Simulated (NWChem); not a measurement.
System: CH3ClO2Si; SMILES O=CO[SiH2]Cl

The following NWChem deck was run.

```
start job
memory heap 200 mb stack 900 mb global 1100 mb
geometry units angstroms noautosym nocenter noautoz
  O      1.061597    -1.843386     0.392788
  C      0.218906    -1.899053    -0.453184
  O     -0.718909    -0.965844    -0.652419
  Si    -0.830358     0.409600     0.346965
  Cl     0.717687     1.697250    -0.042372
  H      0.105118    -2.730150    -1.179764
  H     -0.821008     0.011908     1.772649
  H     -2.100199     1.037611    -0.078502
end
basis spherical
  * library def2-svp
end
dft
  xc pbe0
  iterations 150
end
cosmo
  do_cosmo_smd true
  solvent water
end
task dft energy
```

Excerpt of the output:

```
             Northwest Computational Chemistry Package (NWChem) 7.3.0
             --------------------------------------------------------

                             Geometry "geometry" -> ""
                             -------------------------

 Output coordinates in angstroms (scale by  1.889725989 to convert to a.u.)

  No.       Tag          Charge          X              Y              Z
 ---- ---------------- ---------- -------------- -------------- --------------
    1 O                    8.0000     1.06159700    -1.84338600     0.39278800
    2 C                    6.0000     0.21890600    -1.89905300    -0.45318400
    3 O                    8.0000    -0.71890900    -0.96584400    -0.65241900
    4 Si                  14.0000    -0.83035800     0.40960000     0.34696500
    5 Cl                  17.0000     0.71768700     1.69725000    -0.04237200
    6 H                    1.0000     0.10511800    -2.73015000    -1.17976400
    7 H                    1.0000    -0.82100800     0.01190800     1.77264900
    8 H                    1.0000    -2.10019900     1.03761100    -0.07850200

 Effective nuclear repulsion energy (a.u.)     281.8312216595

                                 NWChem DFT Module
                                 -----------------

 Summary of "ao basis" -> "ao basis" (spherical)
 ------------------------------------------------------------------------------
       Tag                 Description            Shells   Functions and Types
 ---------------- ------------------------------  ------  ---------------------
 O                          def2-svp                 6       14   3s2p1d
 C                          def2-svp                 6       14   3s2p1d
 Si                         def2-svp                 8       18   4s3p1d
 Cl                         def2-svp                 8       18   4s3p1d
 H                          def2-svp                 3        5   2s1p

 in cosmo_initialize ...
 calling solv_data for solv:h2o

 solvent parameters
 solvname_short: h2o
 solvname_long:  water
 dielec:       78.4000
 dielecinf:     1.7769
 aqueous SMD model solvent descriptors
 dielec:       78.4000
 sola:          0.8200

          ---------------
          -cosmo- solvent
          ---------------
 Cosmo: York-Karplus, doi: 10.1021/jp992097l
 dielectric constant -eps-     =  78.40
 screen = (eps-1)/(eps    )    =   0.98724
 surface charge correction     = lagrangian

   van der Waals surface
 --------------------------

 ---------- ATOMIC COORDINATES (A.U.) ------------ VDWR(ANG.) --
     1    2.00612744   -3.48349443    0.74226169     1.520
     2    0.41367236   -3.58868981   -0.85639358     1.850
     3   -1.35854102   -1.82518051   -1.23289314     1.520
     4   -1.56914909    0.77403176    0.65566878     2.470
     5    1.35623178    3.20733743   -0.08007147     2.380
     6    0.19864422   -5.15923541   -2.22943069     1.200
     7   -1.55148015    0.02250286    3.34982088     1.200
     8   -3.96880063    1.96080047   -0.14834727     1.200
 number of segments per atom =        128
 number of   points per atom =        128
 atom (   nspa,  nppa )
 ----------------------
    1 (     64,     0 )       0
    2 (     58,     0 )       0
    3 (     30,     0 )       0
    4 (     72,     0 )       0
    5 (     90,     0 )       0
    6 (     55,     0 )       0
    7 (     30,     0 )       0
    8 (     33,     0 )       0
 number of -cosmo- surface points =      432
 molecular surface =    133.198 angstrom**2
 molecular volume  =    122.175 angstrom**3
 -lineq- algorithm             =   0
 -bem- low  level              =   3
 -bem- from -octahedral-
 gaussian surface charge width =   4.50000
 degree of switching           =   1.00000
 switching function tolerance  =   0.00010
 atomic radii =
 --------------
    1  8.000  1.520
    2  6.000  1.850
    3  8.000  1.520
    4 14.000  2.470
    5 17.000  2.380
    6  1.000  1.200
    7  1.000  1.200
    8  1.000  1.200
 ...... end of -cosmo- initialization ......

 nat:                     8
 ixmem:                  3618
 calling mnsol_interface()
 G(SMD-CDS) energy (kcal/mol)  =     4.601
 SMD-CDS SASA (angstrom**2)    =   145.732

[...]

                                COSMO-SMD solvation results
                                ---------------------------

             internal energy in gas <Psi(g)|H|Psi(g)> =      -939.281733823362
         internal energy in solvent <Psi(s)|H|Psi(s)> =      -939.279762699461
                               delta internal energy  =         0.001971123901 (    1.24 kcal/mol)
   total free energy in solvent <Psi(s)|H+V/2|Psi(s)> =      -939.291254593655
 polarization energy contribution <Psi(s)|V/2|Psi(s)> =        -0.011491894194 (   -7.21 kcal/mol)
    total free energy in solvent including G(SMD-CDS) =      -939.283922808455
                       G(SMD-CDS) energy contribution =         0.007331785200 (    4.60 kcal/mol)
     1 M fixed-concentration free energy of solvation =        -0.002188985093 (   -1.37 kcal/mol)

                       DFT Final Molecular Orbital Analysis
                       ------------------------------------

 Vector   26  Occ=2.000000D+00  E=-3.535151D-01
              MO Center=  4.5D-01,  9.5D-01, -7.8D-02, r^2= 3.1D+00
   Bfn.  Coefficient  Atom+Function         Bfn.  Coefficient  Atom+Function
  ----- ------------  ---------------      ----- ------------  ---------------
    72      0.402171  5 Cl py                73      0.316543  5 Cl pz
    69      0.296371  5 Cl py                70      0.235536  5 Cl pz
    71     -0.217456  5 Cl px                32      0.208007  3 O  px
    66      0.172759  5 Cl py                 5     -0.171868  1 O  py
    35      0.162857  3 O  px                68     -0.159951  5 Cl px

 Vector   27  Occ=2.000000D+00  E=-3.352873D-01
              MO Center= -6.6D-02,  1.1D+00,  2.8D-01, r^2= 3.4D+00
   Bfn.  Coefficient  Atom+Function         Bfn.  Coefficient  Atom+Function
  ----- ------------  ---------------      ----- ------------  ---------------
    73      0.421123  5 Cl pz                70      0.305868  5 Cl pz
    71      0.248883  5 Cl px                84     -0.238438  7 H  s
    89      0.210237  8 H  s                 68      0.181732  5 Cl px
    67      0.177691  5 Cl pz                85     -0.174862  7 H  s
    90      0.169619  8 H  s                 72     -0.162753  5 Cl py

 Vector   28  Occ=2.000000D+00  E=-3.204851D-01
              MO Center=  6.6D-01, -1.5D+00,  6.3D-02, r^2= 2.6D+00
   Bfn.  Coefficient  Atom+Function         Bfn.  Coefficient  Atom+Function
  ----- ------------  ---------------      ----- ------------  ---------------
     5      0.486185  1 O  py                 8      0.353057  1 O  py
    79      0.212343  6 H  s                  4     -0.179361  1 O  px
     6      0.179164  1 O  pz                32     -0.169807  3 O  px
    72      0.152000  5 Cl py                 7     -0.147236  1 O  px
    35     -0.130512  3 O  px                33      0.126633  3 O  py

 Vector   29  Occ=0.000000D+00  E=-1.501927D-02
              MO Center=  1.6D-01, -1.4D+00, -1.9D-01, r^2= 2.9D+00
   Bfn.  Coefficient  Atom+Function         Bfn.  Coefficient  Atom+Function
  ----- ------------  ---------------      ----- ------------  ---------------
    20     -0.336788  2 C  pz                23     -0.334831  2 C  pz
    21      0.326432  2 C  px                18      0.318576  2 C  px
    53     -0.319456  4 Si px                54     -0.304635  4 Si py
     9      0.261211  1 O  pz                22      0.262061  2 C  py
    64      0.257113  5 Cl s                 19      0.255219  2 C  py

 Vector   30  Occ=0.000000D+00  E= 2.846134D-02
              MO Center= -8.8D-01,  5.3D-01,  5.0D-01, r^2= 3.6D+00
   Bfn.  Coefficient  Atom+Function         Bfn.  Coefficient  Atom+Function
  ----- ------------  ---------------      ----- ------------  ---------------
    54      0.976158  4 Si py                55      0.570203  4 Si pz
    31      0.480157  3 O  s                 85     -0.345841  7 H  s
    64     -0.309979  5 Cl s                 71      0.298419  5 Cl px
    90     -0.283312  8 H  s                 51      0.252483  4 Si py
    73     -0.234445  5 Cl pz                46      0.208759  4 Si s

 Vector   31  Occ=0.000000D+00  E= 4.609054D-02
              MO Center= -2.9D-01,  2.2D-01,  2.1D-01, r^2= 3.6D+00
   Bfn.  Coefficient  Atom+Function         Bfn.  Coefficient  Atom+Function
  ----- ------------  ---------------      ----- ------------  ---------------
    53      0.888808  4 Si px                45      0.529132  4 Si s
    72      0.453182  5 Cl py                64     -0.445410  5 Cl s
    55     -0.349825  4 Si pz                46      0.324508  4 Si s
    71      0.308228  5 Cl px                50      0.268551  4 Si px
    36     -0.244885  3 O  py                31     -0.242224  3 O  s

     Multipole analysis of the density
     ---------------------------------

     L   x y z        total         alpha         beta         nuclear
     -   - - -        -----         -----         ----         -------
     0   0 0 0     -0.000000    -28.000000    -28.000000     56.000000

     1   1 0 0     -1.061033     -2.244987     -2.244987      3.428942
     1   0 1 0     -0.175473      0.820408      0.820408     -1.816289
     1   0 0 1     -0.297712     -0.012245     -0.012245     -0.273222

     2   2 0 0    -32.895552    -82.411040    -82.411040    131.926529
     2   1 1 0      1.130360     -0.997386     -0.997386      3.125131
     2   1 0 1     -2.425019     -2.155142     -2.155142      1.885266
     2   0 2 0    -30.535147   -222.632694   -222.632694    414.730241
     2   0 1 1      3.128816    -13.326888    -13.326888     29.782592
     2   0 0 2    -31.019873    -37.164720    -37.164720     43.309567
```

Level: PBE0/def2-SVP, SMD on the gas-phase geometry. Geometry: optimised at PBE0/def2-SVP. Solvent: water.
